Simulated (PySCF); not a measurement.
Molecule: `C1C(CC)CCCC1`, C₈H₁₆.

Mapped SMILES: `[CH3:1][CH2:2][CH:3]1[CH2:4][CH2:5][CH2:6][CH2:7][CH2:8]1` (H(Xn): hydrogen on atom n). Ha(C4), Ha(C5), Ha(C6), Ha(C7), Ha(C8) are cis to C2 on the ring; Hb(C4), Hb(C5), Hb(C6), Hb(C7), Hb(C8) are trans to C2 on the ring.

Geometry PBE0-D3(BJ)/def2-SVP throughout; GIAO in PySCF 2.14, gas phase, one conformer, non-relativistic; equivalent atoms averaged; basis pcSseg-1.

For orientation, B97-2 gives these shifts δ (against TMS at the same level): C4/C8 35.0, C2 33.4, C5/C7 29.1, C1 14.0, Hb(C4)/Hb(C8) 1.61, H(C2) 1.03, H(C1) 0.96, H(C3) 0.74, Ha(C4)/Ha(C8) 0.66 ppm.

A run gave: C4/C8 35.6, C2 33.6, C5/C7 29.0, C1 13.4, Hb(C4)/Hb(C8) 1.59, H(C2) 1.02, H(C1) 0.97, H(C3) 0.68, Ha(C4)/Ha(C8) 0.62 ppm (shifts δ (against TMS at the same level)).

Problem. Which functional was used in that run?
A. BLYP
B. B97-D
C. CAM-B3LYP
D. LDA

Solution. C. C5/C7 tells them apart best: CAM-B3LYP gives 29.0, BLYP gives 32.5, B97-D gives 31.1, LDA gives 30.7 ppm.
